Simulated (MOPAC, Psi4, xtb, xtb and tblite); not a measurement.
Internal rotation in SMILES CSCC#N (C3H5NS). Scanned: dihedral C1–S2–C3–C4; all other coordinates were relaxed at B3LYP-D3(BJ)/def2-SVP. Points at φ and −φ are mirror images.

Atom numbering (GFN2-xTB optimised geometry, Å):
```
10

C     -1.5385     0.0872    -0.2096
S     -0.2716    -0.3733    -1.4227
C      1.1705    -0.5386    -0.2948
C      1.4439     0.7164     0.3409
N      1.6051     1.7323     0.8401
H     -1.2479     1.0083     0.2880
H     -1.6691    -0.7181     0.5087
H     -2.4565     0.2387    -0.7678
H      0.9541    -1.3100     0.4477
H      2.0101    -0.8428    -0.9204
```

Computed with: PM3, restricted, heats of formation // B3LYP-D3(BJ)/def2-SVP (MOPAC); GFN1-xTB // B3LYP-D3(BJ)/def2-SVP (xtb); GFN2-xTB, on its own relaxed geometries (the stored frames are those of B3LYP-D3(BJ)/def2-SVP) (xtb and tblite); PBE-D3(BJ)/def2-TZVP // B3LYP-D3(BJ)/def2-SVP (Psi4); PBE/def2-TZVP // B3LYP-D3(BJ)/def2-SVP (Psi4); MP2/cc-pVTZ = DF-MP2 (frozen core)/cc-pVTZ // B3LYP-D3(BJ)/def2-SVP (Psi4).

Energies in mEh, each method relative to its own lowest point.

```tsv
φ / °	PM3	GFN1-xTB	GFN2-xTB	PBE-D3(BJ)/def2-TZVP	PBE/def2-TZVP	MP2/cc-pVTZ
-150	2.1	2.7	4.0	4.3	3.9	4.5
-120	1.3	2.7	3.7	4.8	4.3	5.3
-90	0.0	1.2	1.4	2.1	1.8	2.4
-60	0.1	0.0	0.0	0.0	0.0	0.0
-30	1.4	1.0	1.5	2.2	2.3	2.4
0	2.4	1.8	2.7	4.3	4.4	4.7
30	1.4	1.0	1.5	2.2	2.3	2.4
60	0.1	0.0	0.0	0.0	0.0	0.0
90	0.0	1.2	1.4	2.1	1.8	2.4
120	1.3	2.7	3.7	4.8	4.3	5.3
150	2.1	2.7	4.0	4.3	3.9	4.5
180	2.1	2.4	3.6	3.3	2.9	3.2
```

Root-mean-square difference from the MP2/cc-pVTZ profile, itself a level with limits, after the best constant shift (mEh): PM3 1.3, GFN1-xTB 0.9, GFN2-xTB 0.7, PBE-D3(BJ)/def2-TZVP 0.2, PBE/def2-TZVP 0.3.
